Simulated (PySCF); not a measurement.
# Pb (lead, neutral) across methods

[Xe] 4f14 5d10 6s1 6p2 7s1, high-spin 5P determinant (an excited configuration). Calculation: PySCF 2.14, in aug-cc-pVQZ-PP with one added diffuse shell each of s, p, d, f, g type with ECP60MDF (8s8p6d4f3g, 117 functions); scalar relativity through the core potential. The B2PLYP total includes its PT2 part (frozen core); its orbital energies are those of the SCF part.

| method | E (hartree) | mean ε 6s α (eV) | mean ε 6p α (eV) | mean ε 7s α (eV) | Σ⟨r²⟩ (bohr²) | ⟨S²⟩ |
| --- | --- | --- | --- | --- | --- | --- |
| UHF | -191.48451 | -22.205 | -10.927 | -3.060 | 109.5 | 6.006 |
| PBE | -192.4382 | -16.627 | -7.171 | -2.003 | 102.0 | 6.002 |
| TPSSh | -192.3532 | -17.319 | -7.629 | -2.067 | 102.9 | 6.002 |
| LDA | -192.1280 | -16.859 | -7.258 | -2.094 | 100.2 | 6.001 |
| B2PLYP | -192.1002 | -19.602 | -9.082 | -2.503 | 106.0 | 6.003 |
| r2SCAN | -192.5046 | -17.334 | -7.616 | -2.004 | 102.6 | 6.005 |
| PBE0 | -192.4203 | -18.225 | -8.222 | -2.336 | 102.9 | 6.003 |
| BLYP | -192.3767 | -16.374 | -6.922 | -1.818 | 103.2 | 6.001 |

Energies and moments cover only the electrons outside the core potential. Spin-orbit coupling is strong in this species (close to jj coupling), so the high-spin LS determinant is a model state, not a physical level. The outer electron is Rydberg-like, and this basis confines it to a smaller radius and binds it less than a complete one would.
